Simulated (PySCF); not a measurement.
# [Eu(H2S)3]3+: from a saddle point downhill

PySCF 2.14.0, RKS B3LYP, Eu lcecp-1-SVP with ECP52, S def2-SVP, H def2-SVP; non-relativistic Hamiltonian with scalar-relativistic core potentials where named; density fitting; no spin-orbit coupling. Relaxed within the symmetry of its start, the geometry (C3h) is

```xyz
10

Eu    0.0000    0.0000    0.0000
S     2.9139    0.0608    0.0000
H     3.3348   -0.7538    1.0161
H     3.3348   -0.7538   -1.0161
S    -1.5096    2.4932    0.0000
H    -1.0146    3.2649    1.0161
H    -1.0146    3.2649   -1.0161
S    -1.4043   -2.5539    0.0000
H    -2.3202   -2.5111    1.0161
H    -2.3202   -2.5111   -1.0161
```

and its lowest harmonic modes are -69, -69, -68, -30, 43, 43 cm⁻¹ (negative: unstable). It was moved along the lowest mode and relaxed again.

Where does it end, and how much lower?

In C1, 0.066 eV lower, after 34 steps:
```xyz
10

Eu    0.0832   -0.0428   -0.8831
S     2.7026    0.0221    0.3533
H     2.8537   -1.1204    1.0905
H     3.6086   -0.3066   -0.6199
S    -1.2981    2.2909    0.1202
H    -0.3516    3.2273    0.4362
H    -1.8132    2.9548   -0.9606
S    -1.5385   -2.3715   -0.3118
H    -1.4038   -2.6888    1.0119
H    -2.8430   -1.9650   -0.2368
```

How do the contacts change?


| contact | saddle (Å) | end (Å) |
| --- | --- | --- |
| Eu1–S2 (H2S) | 2.915 | 2.897 |
| Eu1–S5 (H2S) | 2.915 | 2.891 |
| Eu1–S8 (H2S) | 2.915 | 2.895 |


No frequency check is given for the end, and other unstable modes may remain.

An lcecp potential fixes the number of 4f electrons, so in runs with it no electron can move into or out of that shell.

State: singlet in the valence, with the 4f electrons in the core potential.
